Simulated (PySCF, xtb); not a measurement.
H2INSn, SMILES [I][Sn][NH2] (connectivity only; charge and spin as stated), neutral, multiplicity 1.

GFN2-xTB (xtb) at its own geometry gives an orbital gap of 3.71 eV and a dipole moment of 8.50 D.

The structure is a stationary point at PBE0-D3(BJ)/def2-SVP. The def2 effective core potentials stand for the cores of I, Sn; spin–orbit coupling is left out. The values are those of a single conformer.

Question: What does CAM-B3LYP/def2-TZVPD run with PySCF give? (The exact figures need the calculation; the answer reports its results.)

Answer: gap 6.78 eV (levels -8.24 and -1.46 eV), dipole 3.33 D.
